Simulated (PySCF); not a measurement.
vanadium atom (V), quartet; PBE0/6-31G* (PySCF).

Input for PySCF:
```python
from pyscf import gto, scf, dft

mol = gto.Mole()
mol.atom = '''
    V     0.00000000    0.00000000    0.00000000
'''
mol.basis = '6-31g*'
mol.spin = 3
mol.verbose = 4
mol.build()

mf = dft.UKS(mol)
mf.xc = 'pbe0'
mf.level_shift = 0.3
mf.max_cycle = 100
mf.kernel()
mf.analyze()
```

Problem. What does PySCF print? Leave out banner, timings and long lists.

Solution. 
```
PySCF version 2.14.0

[INPUT] verbose = 4
[INPUT] num. atoms = 1
[INPUT] num. electrons = 23
[INPUT] charge = 0
[INPUT] spin (= nelec alpha-beta = 2S) = 3
[INPUT] symmetry False subgroup None
[INPUT] Mole.unit = angstrom
[INPUT] Symbol           X                Y                Z      unit          X                Y                Z       unit  Magmom
[...]
nuclear repulsion = 0
number of shells = 12
number of NR pGTOs = 97
number of NR cGTOs = 34
basis = 6-31g*
ecp = {}

******** <class 'pyscf.dft.uks.UKS'> ********
method = UKS
initial guess = minao
damping factor = 0
level_shift factor = 0.3
DIIS = <class 'pyscf.scf.diis.CDIIS'>
diis_start_cycle = 1
diis_space = 8
diis_damp = 0
SCF conv_tol = 1e-09
SCF conv_tol_grad = None
SCF max_cycles = 100
direct_scf = True
direct_scf_tol = 1e-13
number electrons alpha = 13  beta = 10
XC library pyscf.dft.libxc version 7.1.2
    S. Lehtola, C. Steigemann, M. J. T. Oliveira, and M. A. L. Marques,  SoftwareX 7, 1–5 (2018)
XC functionals = pbe0
    C. Adamo and V. Barone,  J. Chem. Phys. 110, 6158 (1999)
    M. Ernzerhof and G. E. Scuseria,  J. Chem. Phys. 110, 5029 (1999)
radial grids:
    Treutler-Ahlrichs [JCP 102, 346 (1995); DOI:10.1063/1.469408] (M4) radial grids

becke partition: Becke, JCP 88, 2547 (1988); DOI:10.1063/1.454033
pruning grids: <function nwchem_prune>
grids dens level: 3
symmetrized grids: False
atomic radii adjust function: <function treutler_atomic_radii_adjust>
small_rho_cutoff = 0
Set gradient conv threshold to 3.16228e-05
tot grids = 20904
init E= -943.212263620598

cycle= 1 E= -943.558264716283  delta_E= -0.346  |g|= 0.128  |ddm|= 1.11
cycle= 2 E= -943.565761703808  delta_E= -0.0075  |g|= 0.0263  |ddm|= 0.119
cycle= 3 E= -943.567597027111  delta_E= -0.00184  |g|= 0.0201  |ddm|= 0.0667
cycle= 4 E= -943.569121349573  delta_E= -0.00152  |g|= 0.0189  |ddm|= 0.0498
cycle= 5 E= -943.571144611085  delta_E= -0.00202  |g|= 0.0169  |ddm|= 0.063
cycle= 6 E= -943.572854290109  delta_E= -0.00171  |g|= 0.0158  |ddm|= 0.0552
cycle= 7 E= -943.576261010527  delta_E= -0.00341  |g|= 0.0273  |ddm|= 0.132
cycle= 8 E= -943.578205924325  delta_E= -0.00194  |g|= 0.0196  |ddm|= 0.0813
cycle= 9 E= -943.57957203706  delta_E= -0.00137  |g|= 0.0138  |ddm|= 0.0642
cycle= 10 E= -943.58042651089  delta_E= -0.000854  |g|= 0.011  |ddm|= 0.0434
cycle= 11 E= -943.580985536905  delta_E= -0.000559  |g|= 0.01  |ddm|= 0.0296
cycle= 12 E= -943.58129625103  delta_E= -0.000311  |g|= 0.0101  |ddm|= 0.0174
cycle= 13 E= -943.581562185238  delta_E= -0.000266  |g|= 0.0103  |ddm|= 0.0143
cycle= 14 E= -943.581573560783  delta_E= -1.14e-05  |g|= 0.0111  |ddm|= 0.00839
cycle= 15 E= -943.581874695287  delta_E= -0.000301  |g|= 0.0103  |ddm|= 0.0172
cycle= 16 E= -943.582325271517  delta_E= -0.000451  |g|= 0.00985  |ddm|= 0.0241
cycle= 17 E= -943.58293964773  delta_E= -0.000614  |g|= 0.00988  |ddm|= 0.0326
cycle= 18 E= -943.58291089243  delta_E= 2.88e-05  |g|= 0.0111  |ddm|= 0.00598
cycle= 19 E= -943.581903490598  delta_E= 0.00101  |g|= 0.016  |ddm|= 0.0546
cycle= 20 E= -943.580444908163  delta_E= 0.00146  |g|= 0.0203  |ddm|= 0.0845
cycle= 21 E= -943.578740057131  delta_E= 0.0017  |g|= 0.0248  |ddm|= 0.126
cycle= 22 E= -943.579452817643  delta_E= -0.000713  |g|= 0.0148  |ddm|= 0.0545
cycle= 23 E= -943.579569943245  delta_E= -0.000117  |g|= 0.0128  |ddm|= 0.0111
cycle= 24 E= -943.579329478328  delta_E= 0.00024  |g|= 0.00995  |ddm|= 0.0219
cycle= 25 E= -943.579162447475  delta_E= 0.000167  |g|= 0.009  |ddm|= 0.0154
cycle= 26 E= -943.57850842943  delta_E= 0.000654  |g|= 0.012  |ddm|= 0.0714
cycle= 27 E= -943.578206232597  delta_E= 0.000302  |g|= 0.012  |ddm|= 0.0587
cycle= 28 E= -943.578218420638  delta_E= -1.22e-05  |g|= 0.00402  |ddm|= 0.0189
cycle= 29 E= -943.57820220956  delta_E= 1.62e-05  |g|= 0.00308  |ddm|= 0.0189
cycle= 30 E= -943.578207174511  delta_E= -4.96e-06  |g|= 0.00215  |ddm|= 0.0126
cycle= 31 E= -943.578222840524  delta_E= -1.57e-05  |g|= 0.0021  |ddm|= 0.01
cycle= 32 E= -943.578230557333  delta_E= -7.72e-06  |g|= 0.00131  |ddm|= 0.00542
cycle= 33 E= -943.578237691669  delta_E= -7.13e-06  |g|= 0.00117  |ddm|= 0.00548
cycle= 34 E= -943.578241877297  delta_E= -4.19e-06  |g|= 0.000855  |ddm|= 0.00315
cycle= 35 E= -943.578243455561  delta_E= -1.58e-06  |g|= 0.000747  |ddm|= 0.00182
cycle= 36 E= -943.578244139321  delta_E= -6.84e-07  |g|= 0.000767  |ddm|= 0.00135
cycle= 37 E= -943.578245062442  delta_E= -9.23e-07  |g|= 0.000762  |ddm|= 0.00121
cycle= 38 E= -943.578245526282  delta_E= -4.64e-07  |g|= 0.000768  |ddm|= 0.000467
cycle= 39 E= -943.578246129805  delta_E= -6.04e-07  |g|= 0.000775  |ddm|= 0.000663
cycle= 40 E= -943.578248361811  delta_E= -2.23e-06  |g|= 0.00076  |ddm|= 0.0017
cycle= 41 E= -943.578248691601  delta_E= -3.3e-07  |g|= 0.000787  |ddm|= 0.000757
cycle= 42 E= -943.578246837016  delta_E= 1.85e-06  |g|= 0.000958  |ddm|= 0.00184
cycle= 43 E= -943.578244440404  delta_E= 2.4e-06  |g|= 0.000965  |ddm|= 0.00178
cycle= 44 E= -943.578243048001  delta_E= 1.39e-06  |g|= 0.000898  |ddm|= 0.00115
cycle= 45 E= -943.578240811849  delta_E= 2.24e-06  |g|= 0.000843  |ddm|= 0.00392
cycle= 46 E= -943.578239948936  delta_E= 8.63e-07  |g|= 0.000734  |ddm|= 0.00195
cycle= 47 E= -943.5782398007  delta_E= 1.48e-07  |g|= 0.000676  |ddm|= 0.00327
cycle= 48 E= -943.578240056189  delta_E= -2.55e-07  |g|= 0.000587  |ddm|= 0.00212
cycle= 49 E= -943.578240683232  delta_E= -6.27e-07  |g|= 0.000547  |ddm|= 0.00147
cycle= 50 E= -943.57824007135  delta_E= 6.12e-07  |g|= 0.000559  |ddm|= 0.00141
cycle= 51 E= -943.578239532187  delta_E= 5.39e-07  |g|= 0.000595  |ddm|= 0.00133
cycle= 52 E= -943.578240369763  delta_E= -8.38e-07  |g|= 0.000497  |ddm|= 0.00116
cycle= 53 E= -943.578238636534  delta_E= 1.73e-06  |g|= 0.000627  |ddm|= 0.00321
cycle= 54 E= -943.578237948197  delta_E= 6.88e-07  |g|= 0.000518  |ddm|= 0.00175
cycle= 55 E= -943.578236815277  delta_E= 1.13e-06  |g|= 0.000561  |ddm|= 0.00318
cycle= 56 E= -943.578235940207  delta_E= 8.75e-07  |g|= 0.000497  |ddm|= 0.00285
cycle= 57 E= -943.578235582672  delta_E= 3.58e-07  |g|= 0.000376  |ddm|= 0.00186
cycle= 58 E= -943.578235448686  delta_E= 1.34e-07  |g|= 0.00037  |ddm|= 0.00214
cycle= 59 E= -943.578235477999  delta_E= -2.93e-08  |g|= 0.000268  |ddm|= 0.00141
cycle= 60 E= -943.578235714734  delta_E= -2.37e-07  |g|= 0.00028  |ddm|= 0.00137
cycle= 61 E= -943.578235871863  delta_E= -1.57e-07  |g|= 0.000199  |ddm|= 0.000916
cycle= 62 E= -943.578236098319  delta_E= -2.26e-07  |g|= 0.000207  |ddm|= 0.00103
cycle= 63 E= -943.578236253583  delta_E= -1.55e-07  |g|= 0.000154  |ddm|= 0.000776
cycle= 64 E= -943.578236394748  delta_E= -1.41e-07  |g|= 0.00013  |ddm|= 0.000809
cycle= 65 E= -943.578236512602  delta_E= -1.18e-07  |g|= 0.000111  |ddm|= 0.000688
cycle= 66 E= -943.578236591706  delta_E= -7.91e-08  |g|= 9.85e-05  |ddm|= 0.000453
cycle= 67 E= -943.578236715978  delta_E= -1.24e-07  |g|= 0.000111  |ddm|= 0.00083
cycle= 68 E= -943.57823685551  delta_E= -1.4e-07  |g|= 0.000117  |ddm|= 0.000911
cycle= 69 E= -943.578236944617  delta_E= -8.91e-08  |g|= 9.5e-05  |ddm|= 0.000532
cycle= 70 E= -943.578237044105  delta_E= -9.95e-08  |g|= 9.84e-05  |ddm|= 0.000641
cycle= 71 E= -943.578237120401  delta_E= -7.63e-08  |g|= 9.14e-05  |ddm|= 0.000475
cycle= 72 E= -943.578237204752  delta_E= -8.44e-08  |g|= 9.37e-05  |ddm|= 0.000557
cycle= 73 E= -943.578237263804  delta_E= -5.91e-08  |g|= 8.77e-05  |ddm|= 0.000368
cycle= 74 E= -943.578237348741  delta_E= -8.49e-08  |g|= 9.47e-05  |ddm|= 0.000578
cycle= 75 E= -943.578237405371  delta_E= -5.66e-08  |g|= 8.75e-05  |ddm|= 0.000351
cycle= 76 E= -943.578237485125  delta_E= -7.98e-08  |g|= 9.56e-05  |ddm|= 0.000604
cycle= 77 E= -943.578237440068  delta_E= 4.51e-08  |g|= 0.000108  |ddm|= 0.000431
cycle= 78 E= -943.578237404245  delta_E= 3.58e-08  |g|= 0.000108  |ddm|= 0.000309
cycle= 79 E= -943.578237377678  delta_E= 2.66e-08  |g|= 0.000104  |ddm|= 0.000231
cycle= 80 E= -943.578237489733  delta_E= -1.12e-07  |g|= 9.48e-05  |ddm|= 0.000746
cycle= 81 E= -943.57823753102  delta_E= -4.13e-08  |g|= 8.57e-05  |ddm|= 0.000324
cycle= 82 E= -943.578237459667  delta_E= 7.14e-08  |g|= 0.000131  |ddm|= 0.000746
cycle= 83 E= -943.578237481038  delta_E= -2.14e-08  |g|= 8.62e-05  |ddm|= 0.000149
cycle= 84 E= -943.578237491065  delta_E= -1e-08  |g|= 8.76e-05  |ddm|= 0.00017
cycle= 85 E= -943.578237478964  delta_E= 1.21e-08  |g|= 9.2e-05  |ddm|= 0.00012
cycle= 86 E= -943.578237479204  delta_E= -2.4e-10  |g|= 8.86e-05  |ddm|= 5.86e-05
cycle= 87 E= -943.578237501068  delta_E= -2.19e-08  |g|= 8.39e-05  |ddm|= 0.000149
cycle= 88 E= -943.578237529843  delta_E= -2.88e-08  |g|= 8.4e-05  |ddm|= 0.000236
cycle= 89 E= -943.578237540112  delta_E= -1.03e-08  |g|= 8.5e-05  |ddm|= 0.000113
cycle= 90 E= -943.578237598587  delta_E= -5.85e-08  |g|= 8.43e-05  |ddm|= 0.00041
cycle= 91 E= -943.578237624779  delta_E= -2.62e-08  |g|= 8.31e-05  |ddm|= 0.000198
cycle= 92 E= -943.578237676801  delta_E= -5.2e-08  |g|= 8.81e-05  |ddm|= 0.000485
cycle= 93 E= -943.578237657885  delta_E= 1.89e-08  |g|= 9.09e-05  |ddm|= 0.00019
cycle= 94 E= -943.578237745628  delta_E= -8.77e-08  |g|= 8.85e-05  |ddm|= 0.000615
cycle= 95 E= -943.578237847781  delta_E= -1.02e-07  |g|= 0.000102  |ddm|= 0.000751
cycle= 96 E= -943.57823791609  delta_E= -6.83e-08  |g|= 9.52e-05  |ddm|= 0.000576
cycle= 97 E= -943.578237975496  delta_E= -5.94e-08  |g|= 9.01e-05  |ddm|= 0.000485
cycle= 98 E= -943.578237965433  delta_E= 1.01e-08  |g|= 8.95e-05  |ddm|= 0.000198
cycle= 99 E= -943.578237942671  delta_E= 2.28e-08  |g|= 9.45e-05  |ddm|= 0.000313
cycle= 100 E= -943.578238009236  delta_E= -6.66e-08  |g|= 8.87e-05  |ddm|= 0.000602
SCF not converged.
SCF energy = -943.578238009236 after 100 cycles  <S^2> = 3.7549963  2S+1 = 4.0024973
**** SCF Summaries ****
Total Energy =                        -943.578238009236202
Nuclear Repulsion Energy =               0.000000000000000
One-electron Energy =                -1294.519932155648348
Two-electron Energy =                  350.941694146412090
Two-electron Coulomb Energy =          395.962271296891970
DFT Exchange-Correlation Energy =      -45.020577150479880
**** MO energy ****
                             alpha | beta                alpha | beta
[...]
To work with the spin densities directly, `use mulliken_meta_spin()` only printing them here.

 ** Mulliken spin pop alpha/beta on meta-lowdin orthogonal AOs **
 ** Mulliken Spin Density (per AO)  **
spin_pop of  0 V 1s        0.00000
spin_pop of  0 V 2s        0.00000
spin_pop of  0 V 3s        0.00028
spin_pop of  0 V 4s       -0.01031
spin_pop of  0 V 5s        0.01163
spin_pop of  0 V 2px      -0.00000
spin_pop of  0 V 2py      -0.00000
spin_pop of  0 V 2pz      -0.00000
spin_pop of  0 V 3px      -0.00003
spin_pop of  0 V 3py       0.00004
spin_pop of  0 V 3pz      -0.00007
spin_pop of  0 V 4px       0.00002
spin_pop of  0 V 4py       0.00001
spin_pop of  0 V 4pz       0.00002
spin_pop of  0 V 5px       0.00001
spin_pop of  0 V 5py       0.00000
spin_pop of  0 V 5pz       0.00001
spin_pop of  0 V 3dxy      0.58962
spin_pop of  0 V 3dyz      0.40973
spin_pop of  0 V 3dz^2     0.27292
spin_pop of  0 V 3dxz      0.96011
spin_pop of  0 V 3dx2-y2    0.75358
spin_pop of  0 V 4dxy      0.00221
spin_pop of  0 V 4dyz      0.00154
spin_pop of  0 V 4dz^2     0.00122
spin_pop of  0 V 4dxz      0.00450
spin_pop of  0 V 4dx2-y2    0.00298
spin_pop of  0 V 4f-3     -0.00001
spin_pop of  0 V 4f-2     -0.00003
spin_pop of  0 V 4f-1     -0.00001
spin_pop of  0 V 4f+0     -0.00003
spin_pop of  0 V 4f+1      0.00006
spin_pop of  0 V 4f+2      0.00003
spin_pop of  0 V 4f+3     -0.00000
 ** Mulliken Spin Density (per atom)  **
spin density of  0 V =      3.00000
 ** Mulliken pop alpha/beta on meta-lowdin orthogonal AOs **
 ** Mulliken pop       alpha | beta **
[...]
In total            13.00000 | 10.00000
 ** Mulliken atomic charges   ( Nelec_alpha | Nelec_beta ) **
charge of  0V =      0.00000  (    13.00000     10.00000 )
Dipole moment(X, Y, Z, Debye): -0.00003, -0.00000, -0.00003
```

Convergence was not reached.
